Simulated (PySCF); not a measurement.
Al(CF3)(OH)2 (CH2AlF3O2), SMILES [OH][Al]([OH])[C](F)(F)F.

Geometry: B3LYP-D3(BJ)/def2-SVP. The structure was generated by enumeration; whether it is a known compound was not checked. The values are those of a single conformer.

Method: TDDFT-PBE/def2-SVPD (PySCF).

Vertical excitations. The molecule is in vacuum.

Computed UV-visible absorptions:
| state | energy (eV) | λ (nm) | f | main pairs |
|---|---|---|---|---|
| S1 | 6.20 | 200 | 0.072 | HOMO→LUMO 97 % |
| S2 | 6.28 | 197 | 0.000 | HOMO−1→LUMO 100 % |
| S3 | 6.42 | 193 | 0.034 | HOMO−2→LUMO 90 % |
| S4 | 6.69 | 185 | 0.000 | HOMO→LUMO+1 66 %, HOMO−3→LUMO 32 % |
| S5 | 6.79 | 183 | 0.001 | HOMO−2→LUMO+1 99 % |
| S6 | 6.90 | 180 | 0.121 | HOMO−3→LUMO 65 %, HOMO→LUMO+1 31 % |
| S7 | 7.24 | 171 | 0.077 | HOMO−1→LUMO+1 81 % |
| S8 | 7.31 | 170 | 0.046 | HOMO−4→LUMO 83 %, HOMO−3→LUMO+1 13 % |
| S9 | 7.61 | 163 | 0.073 | HOMO→LUMO+2 90 % |
| S10 | 7.64 | 162 | 0.014 | HOMO−3→LUMO+1 49 %, HOMO−5→LUMO 32 %, HOMO−4→LUMO 10 % |
| T1 | 5.73 | 216 | 0 | HOMO→LUMO 98 % |
| T2 | 6.02 | 206 | 0 | HOMO→LUMO+1 97 % |
| T3 | 6.04 | 205 | 0 | HOMO−1→LUMO 98 % |
| T4 | 6.08 | 204 | 0 | HOMO−2→LUMO 98 % |
Triplets are in the Tamm–Dancoff approximation, which puts them higher than full response would, so one can lie above its singlet here.
